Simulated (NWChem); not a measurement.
System: CH₄ClFOSi; SMILES C[Si](O)(F)Cl

NWChem input:

```
start job
memory heap 200 mb stack 900 mb global 1100 mb
geometry units angstroms noautosym nocenter noautoz
  C      1.589571     1.197638     0.201117
  Si    -0.042129     0.374988    -0.004112
  O     -0.762888     0.910519    -1.377314
  F     -0.998630     0.688061     1.264231
  Cl     0.132421    -1.678996    -0.046635
  H      2.250912     0.956768    -0.643877
  H      2.074737     0.865691     1.130460
  H      1.460595     2.289789     0.242814
  H     -1.592626     0.504142    -1.645711
end
basis spherical
  * library pcsseg-1
end
dft
  xc pbe0
  iterations 150
end
property
  shielding
end
task dft property
```

Parts of the log:

```
             Northwest Computational Chemistry Package (NWChem) 7.3.0
             --------------------------------------------------------

                             Geometry "geometry" -> ""
                             -------------------------

 Output coordinates in angstroms (scale by  1.889725989 to convert to a.u.)

  No.       Tag          Charge          X              Y              Z
 ---- ---------------- ---------- -------------- -------------- --------------
    1 C                    6.0000     1.58957100     1.19763800     0.20111700
    2 Si                  14.0000    -0.04212900     0.37498800    -0.00411200
    3 O                    8.0000    -0.76288800     0.91051900    -1.37731400
    4 F                    9.0000    -0.99863000     0.68806100     1.26423100
    5 Cl                  17.0000     0.13242100    -1.67899600    -0.04663500
    6 H                    1.0000     2.25091200     0.95676800    -0.64387700
    7 H                    1.0000     2.07473700     0.86569100     1.13046000
    8 H                    1.0000     1.46059500     2.28978900     0.24281400
    9 H                    1.0000    -1.59262600     0.50414200    -1.64571100

 Effective nuclear repulsion energy (a.u.)     311.2958523637

                              NWChem Property Module
                              ----------------------

  itol2e modified to match energy
  convergence criterion.

                                 NWChem DFT Module
                                 -----------------

 Summary of "ao basis" -> "ao basis" (spherical)
 ------------------------------------------------------------------------------
       Tag                 Description            Shells   Functions and Types
 ---------------- ------------------------------  ------  ---------------------
 C                          pcsseg-1                 7       17   3s3p1d
 Si                         pcsseg-1                10       24   4s5p1d
 O                          pcsseg-1                 7       17   3s3p1d
 F                          pcsseg-1                 7       17   3s3p1d
 Cl                         pcsseg-1                10       24   4s5p1d
 H                          pcsseg-1                 3        5   2s1p

  itol2e modified to match energy
  convergence criterion.

            General Information
            -------------------
          SCF calculation type: DFT
          Wavefunction type:  closed shell.
          No. of atoms     :     9
          No. of electrons :    58
           Alpha electrons :    29
            Beta electrons :    29
          Charge           :     0
          Spin multiplicity:     1
          Use of symmetry is: off; symmetry adaption is: off
          Maximum number of iterations: 150
          AO basis - number of functions:   119
                     number of shells:    53
          Convergence on energy requested:  1.00D-07
          Convergence on density requested:  1.00D-05
          Convergence on gradient requested:  5.00D-04

              XC Information
              --------------
                         PBE0 Method XC Functional
                     Hartree-Fock (Exact) Exchange  0.250
          PerdewBurkeErnzerhof Exchange Functional  0.750
            Perdew 1991 LDA Correlation Functional  1.000 local
           PerdewBurkeErnz. Correlation Functional  1.000 non-local

             Grid Information
             ----------------
          Grid used for XC integration:  fine
          Radial quadrature: Mura-Knowles
          Angular quadrature: Lebedev.
          Tag              B.-S. Rad. Rad. Pts. Rad. Cut. Ang. Pts.
          ---              ---------- --------- --------- ---------
          C                   0.70       70          11.0       590
          Si                  1.10      123           9.0       770
          O                   0.60       70          11.0       590
          F                   0.50       70          11.0       590
          Cl                  1.00      123          12.0       770
          H                   0.35       60          12.0       590
          Grid pruning is: on
          Number of quadrature shells:   696
          Spatial weights used:  Erf1

      Superposition of Atomic Density Guess
      -------------------------------------

 Sum of atomic energies:        -962.01449520

      Non-variational initial energy
      ------------------------------

 Total energy =    -963.722290
 1-e energy   =   -1949.441044
 2-e energy   =     674.422902
 HOMO         =      -0.420220
 LUMO         =       0.042401

   convergence    iter        energy       DeltaE   RMS-Dens  Diis-err
 ---------------- ----- ----------------- --------- --------- ---------
 d= 0,ls=0.0,diis     1   -964.8115265355 -1.28D+03  9.92D-03  1.19D+00
 d= 0,ls=0.0,diis     2   -964.7894736533  2.21D-02  5.45D-03  1.46D+00
 d= 0,ls=0.0,diis     3   -964.9084584593 -1.19D-01  9.40D-04  5.58D-02
 d= 0,ls=0.0,diis     4   -964.9121808057 -3.72D-03  4.12D-04  4.15D-03
 d= 0,ls=0.0,diis     5   -964.9126468354 -4.66D-04  6.61D-05  1.48D-04
  Resetting Diis
 d= 0,ls=0.0,diis     6   -964.9126623154 -1.55D-05  1.32D-05  6.44D-06
 d= 0,ls=0.0,diis     7   -964.9126626805 -3.65D-07  1.15D-05  1.80D-06
 d= 0,ls=0.0,diis     8   -964.9126624890  1.92D-07  6.99D-06  4.23D-06
 d= 0,ls=0.0,diis     9   -964.9126628256 -3.37D-07  5.07D-07  5.41D-09
 d= 0,ls=0.0,diis    10   -964.9126628261 -5.47D-10  1.43D-07  5.30D-10

         Total DFT energy =     -964.912662826112
      One electron energy =    -1953.494076492294
           Coulomb energy =      752.062759344320
    Exchange-Corr. energy =      -74.777198041816
 Nuclear repulsion energy =      311.295852363677

 Numeric. integr. density =       57.999999363327

                       DFT Final Molecular Orbital Analysis
                       ------------------------------------

 Vector   27  Occ=2.000000D+00  E=-3.721272D-01
              MO Center=  2.3D-01,  1.8D-02, -1.9D-01, r^2= 3.9D+00
   Bfn.  Coefficient  Atom+Function         Bfn.  Coefficient  Atom+Function
  ----- ------------  ---------------      ----- ------------  ---------------
    90      0.275160  5 Cl py                93      0.217132  5 Cl py
    49      0.199928  3 O  py                 7      0.192047  1 C  px
    52      0.192161  3 O  py                10      0.170567  1 C  px
    89     -0.170526  5 Cl px                31     -0.145044  2 Si px
    91      0.141552  5 Cl pz                32     -0.136407  2 Si py

 Vector   28  Occ=2.000000D+00  E=-3.464529D-01
              MO Center=  2.2D-01, -1.1D+00, -3.4D-02, r^2= 2.7D+00
   Bfn.  Coefficient  Atom+Function         Bfn.  Coefficient  Atom+Function
  ----- ------------  ---------------      ----- ------------  ---------------
    89      0.469338  5 Cl px                92      0.395814  5 Cl px
    91     -0.206999  5 Cl pz                94     -0.170623  5 Cl pz
    80     -0.122189  5 Cl px                83     -0.122005  5 Cl px
    90      0.117364  5 Cl py                10      0.109621  1 C  px
     7      0.099949  1 C  px                93      0.097911  5 Cl py

 Vector   29  Occ=2.000000D+00  E=-3.435766D-01
              MO Center= -2.5D-02, -1.0D+00, -2.6D-01, r^2= 2.9D+00
   Bfn.  Coefficient  Atom+Function         Bfn.  Coefficient  Atom+Function
  ----- ------------  ---------------      ----- ------------  ---------------
    91      0.465990  5 Cl pz                94      0.388067  5 Cl pz
    89      0.205801  5 Cl px                52     -0.200538  3 O  py
    49     -0.198781  3 O  py                92      0.172565  5 Cl px
    82     -0.120960  5 Cl pz                85     -0.120684  5 Cl pz
    46     -0.103659  3 O  py                48      0.092603  3 O  px

[...]

          -----------------------------------------
          Chemical Shielding Tensors (GIAO, in ppm)
          -----------------------------------------

                                NWChem CPHF Module
                                ------------------

  scftype          =     RHF
  nclosed          =       29
  nopen            =        0
  variables        =     2610
  # of vectors     =        3
  tolerance        = 0.10D-03
  level shift      = 0.00D+00
  max iterations   =       50
  max subspace     =       30

 SCF residual:    5.2447454884721520E-006

Iterative solution of linear equations
  No. of variables     2610
  No. of equations        3
  Maximum subspace       30
        Iterations       50
       Convergence  1.0D-04

   iter   nsub   residual    time
   ----  ------  --------  ---------
     1      3    3.53D-01      71.7
     2      6    7.43D-03      82.7
     3      9    5.15D-04      93.6
     4     12    4.17D-05     104.1

      Atom:    1  C
        Diamagnetic
    260.9997      4.5795      1.0617
      4.5795    256.7506      0.6344
      1.0617      0.6344    253.5518

        Paramagnetic
    -72.2179      2.7583      0.1420
      2.7583    -68.4252      0.4191
      0.1420      0.4191    -71.8193

        Total Shielding Tensor
    188.7818      7.3378      1.2037
      7.3378    188.3254      1.0536
      1.2037      1.0536    181.7324

           isotropic =     186.2799
          anisotropy =      14.6896

          Principal Components and Axis System
                 1           2           3
              196.0729    181.5726    181.1941

      1         0.7140      0.0747     -0.6961
      2         0.6913     -0.2324      0.6841
      3         0.1107      0.9697      0.2176

      Atom:    2  Si
        Diamagnetic
    878.5727     -0.5541     -0.4697
     -0.5541    882.8355     -0.1003
     -0.4697     -0.1003    879.9056

        Paramagnetic
   -490.2977     28.0727     16.5276
     28.0727   -535.3403      2.0020
     16.5276      2.0020   -536.8959

        Total Shielding Tensor
    388.2750     27.5185     16.0579
     27.5185    347.4952      1.9017
     16.0579      1.9017    343.0097

           isotropic =     359.5933
          anisotropy =      69.3632

          Principal Components and Axis System
                 1           2           3
              405.8354    342.5552    330.3893

      1         0.8758      0.0422     -0.4809
      2         0.4208     -0.5549      0.7176
      3         0.2366      0.8308      0.5037

      Atom:    3  O
        Diamagnetic
    393.5120      1.7423     15.9634
      1.7423    381.2039     -6.6140
     15.9634     -6.6140    395.7824

        Paramagnetic
   -142.6176    -31.1809      5.9399
    -31.1809   -134.0136     -1.9688
      5.9399     -1.9688   -125.3775

        Total Shielding Tensor
    250.8944    -29.4387     21.9033
    -29.4387    247.1903     -8.5828
     21.9033     -8.5828    270.4049

           isotropic =     256.1632
          anisotropy =      61.4007

          Principal Components and Axis System
                 1           2           3
              297.0970    253.5547    217.8379

      1         0.6039     -0.3411      0.7204
      2        -0.4673      0.5808      0.6666
      3         0.6458      0.7392     -0.1913

      Atom:    4  F
        Diamagnetic
    472.5420     -4.1408    -13.6649
     -4.1408    464.8509      5.0571
    -13.6649      5.0571    480.4374

        Paramagnetic
   -184.2070    -26.4638    -31.0923
    -26.4638   -193.9913      2.7786
    -31.0923      2.7786   -158.9648

        Total Shielding Tensor
    288.3351    -30.6046    -44.7572
    -30.6046    270.8596      7.8357
    -44.7572      7.8357    321.4726

           isotropic =     293.5558
          anisotropy =      98.7785

          Principal Components and Axis System
                 1           2           3
              359.4081    280.8710    240.3882

      1        -0.5940      0.3836      0.7071
      2         0.2723     -0.7313      0.6254
      3         0.7570      0.5640      0.3299

      Atom:    5  Cl
        Diamagnetic
   1145.6324     -0.5379      0.1506
     -0.5379   1155.2495      0.1519
      0.1506      0.1519   1145.3700

        Paramagnetic
   -371.8281      7.8395    -10.9640
      7.8395   -110.9443      2.1888
    -10.9640      2.1888   -339.8201

        Total Shielding Tensor
    773.8043      7.3016    -10.8135
      7.3016   1044.3053      2.3407
    -10.8135      2.3407    805.5499

           isotropic =     874.5531
          anisotropy =     254.9500

          Principal Components and Axis System
                 1           2           3
             1044.5198    808.8833    770.2564

      1         0.0266     -0.2947      0.9552
      2         0.9996     -0.0004     -0.0280
      3         0.0086      0.9556      0.2945

      Atom:    6  H
        Diamagnetic
     34.3964      0.5376     -8.0456
      0.5376     25.0103      1.7909
     -8.0456      1.7909     31.2960

        Paramagnetic
     -1.1257     -0.1870      3.1031
     -0.1870      2.5284     -0.8206
      3.1031     -0.8206      0.3250

        Total Shielding Tensor
     33.2707      0.3506     -4.9425
      0.3506     27.5387      0.9702
     -4.9425      0.9702     31.6210

           isotropic =      30.8101
          anisotropy =       9.9895

          Principal Components and Axis System
                 1           2           3
               37.4698     28.4477     26.5129

      1         0.7603      0.4682      0.4503
      2        -0.0365      0.7229     -0.6899
      3        -0.6485      0.5081      0.5668

      Atom:    7  H
        Diamagnetic
     31.0828      0.2279      8.0904
      0.2279     25.4682     -2.5109
      8.0904     -2.5109     34.0691

        Paramagnetic
      0.1212     -0.0820     -3.0767
     -0.0820      2.4919      1.0324
     -3.0767      1.0324     -0.6273

        Total Shielding Tensor
     31.2039      0.1459      5.0137
      0.1459     27.9601     -1.4784
      5.0137     -1.4784     33.4419

           isotropic =      30.8686
          anisotropy =      10.0649

          Principal Components and Axis System
                 1           2           3
               37.5786     28.5969     26.4304

      1         0.6128      0.5205      0.5946
      2        -0.1110      0.8017     -0.5874
      3         0.7824     -0.2940     -0.5490

      Atom:    8  H
        Diamagnetic
     26.1892      1.9164      0.4646
      1.9164     41.5951      1.1808
      0.4646      1.1808     23.1823

        Paramagnetic
      1.6638     -0.5423     -0.0583
     -0.5423     -3.4008     -0.3975
     -0.0583     -0.3975      2.9710

        Total Shielding Tensor
     27.8530      1.3742      0.4063
      1.3742     38.1944      0.7834
      0.4063      0.7834     26.1532

           isotropic =      30.7335
          anisotropy =      11.5446

          Principal Components and Axis System
                 1           2           3
               38.4299     27.7289     26.0418

      1         0.1311      0.9733     -0.1883
      2         0.9891     -0.1413     -0.0420
      3         0.0674      0.1807      0.9812

      Atom:    9  H
        Diamagnetic
     38.8226      5.7641     10.6569
      5.7641     23.8127      0.8151
     10.6569      0.8151     27.0946

        Paramagnetic
     -3.0089     -2.0019     -2.3762
     -2.0019     -0.2793      0.3668
     -2.3762      0.3668     -0.1416

        Total Shielding Tensor
     35.8138      3.7622      8.2806
      3.7622     23.5334      1.1819
      8.2806      1.1819     26.9530

           isotropic =      28.7667
          anisotropy =      19.2364

          Principal Components and Axis System
                 1           2           3
               41.5910     23.3251     21.3841

      1         0.8440      0.1345     -0.5192
      2         0.2082      0.8100      0.5483
      3         0.4943     -0.5708      0.6556
```

Level: PBE0/pcSseg-1, GIAO. The geometry was optimised at PBE0/def2-SVP. The printed shielding anisotropy is the first printed principal value minus the mean of the other two.
